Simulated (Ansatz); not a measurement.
Cost and result for the atomization energy of `[GeH3][O][CH2][InH2]` (11 atoms, 10 bonds).

```xyz
11

Ge    1.4220    1.6405   -0.0195
O     0.7130    0.0283    0.2648
C    -0.6138   -0.1748   -0.1804
In   -1.2608   -2.2004    0.2798
H     1.4239    1.9181   -1.5360
H     2.8409    1.5701    0.5550
H     0.5565    2.6934    0.7011
H    -0.7090   -0.0176   -1.2660
H    -1.3157    0.5299    0.2919
H    -2.8613   -2.6923   -0.1707
H    -0.1956   -3.2954    1.0800
```

Total charge 0; spin multiplicity 1. Correlated methods include outer-core shells of Ge, In, which these sets cover unevenly. Scalar relativity is left out up to krypton. In takes the def2 core potential. Geometry: relaxed with PBE0-D4/def2-TZVP. It is one conformer, not always the lowest. Program: Ansatz. All runs use 4 threads of an Intel Xeon 6975P-C on a shared host. Times are those of one run each, without the atoms' runs, and a repeat can differ threefold. Electronic energies, without spin–orbit coupling; frozen cores. CCSD(T)/CBS adds CCSD(T) − MP2 in def2-TZVPP to the MP2 limit, and its time is that of the two runs behind it. T1 = 0.013. With those shells the extrapolation isn't a true limit. B3LYP takes the VWN-RPA correlation (the form of Gaussian; ORCA's B3LYP/G). HSE06 is the plane-wave form, built on full-range PBE exchange.

CCSD(T)/CBS is a level of theory with its own doubt, some kJ/mol a heavy atom from the limit and from the frozen cores, so smaller differences don't rank the functionals.

| level | functions | wall time |
| --- | --- | --- |
| LDA (SPW92)/def2-TZVPP | 258 | 0.85 s |
| revPBE-D4/def2-TZVPP | 258 | 1.2 s |
| PBE0-D4/def2-TZVPP | 258 | 2 s |
| HSE06-D4/def2-TZVPP | 258 | 2.3 s |
| CAM-B3LYP-D4/def2-TZVPP | 258 | 2.5 s |
| r2SCANh-D4/def2-TZVPP | 258 | 2.9 s |
| B3LYP-D4/def2-TZVPP (with forces) | 258 | 3.2 s |
| B2PLYP/def2-TZVPP | 258 | 4 s |
| ωB97X-V/def2-TZVPP | 258 | 4.9 s |
| CCSD(T)/def2-SVP | 121 | 6.5 s |
| MP2/def2-QZVPP | 495 | 16 s |
| CCSD(T)/def2-TZVPP | 258 | 78 s |
| CCSD(T)/CBS(def2) | – | 94 s |

Question: What atomization energy does each give, and how far from CCSD(T)/CBS? (Best estimate.)

Answer: Computed: 
```
                            level  atomization (kcal/mol)  difference from CCSD(T)/CBS  per bond
           LDA (SPW92)/def2-TZVPP                   864.6                        106.9      10.7
             revPBE-D4/def2-TZVPP                   736.8                        -20.9      -2.1
               PBE0-D4/def2-TZVPP                   745.1                        -12.6      -1.3
              HSE06-D4/def2-TZVPP                   745.3                        -12.4      -1.2
          CAM-B3LYP-D4/def2-TZVPP                   756.2                         -1.5      -0.1
            r2SCANh-D4/def2-TZVPP                   749.5                         -8.2      -0.8
B3LYP-D4/def2-TZVPP (with forces)                   748.0                         -9.7      -1.0
                B2PLYP/def2-TZVPP                   740.8                        -16.9      -1.7
               ωB97X-V/def2-TZVPP                   760.3                          2.6       0.3
                 CCSD(T)/def2-SVP                   708.9                        -48.8      -4.9
                   MP2/def2-QZVPP                   749.6                         -8.1      -0.8
               CCSD(T)/def2-TZVPP                   741.7                        -16.0      -1.6
                CCSD(T)/CBS(def2)                   757.7                          0.0       0.0
```

Leaving LDA and LC-ωPBE aside and taking each functional with its dispersion term where it has one, the values, not all of them listed here, spread over 31.0 kcal/mol, from BHLYP-D4 to B97M-V. LDA lies +114.6 kcal/mol from PBE without D4, its usual overbinding. From PBE to PBE0 (25 % exact exchange), in def2-TZVPP and without D4, the atomization energy moves by −9.2 kcal/mol: exact exchange takes away binding that semilocal exchange gives to molecules. At CCSD(T), def2-SVP lies −48.8 kcal/mol from the extrapolated value and def2-TZVPP −16.0 kcal/mol: correlation converges slowly with the basis, and small sets miss more of it in the bonded molecule than in its fragments.

Spin–orbit coupling would lower the free In atoms strongly, and the atomization energy with them, by more than many differences here. For some Ge, Se and Sn compounds the MP2-based and the directly extrapolated limit differ by 10 to 25 kJ/mol.
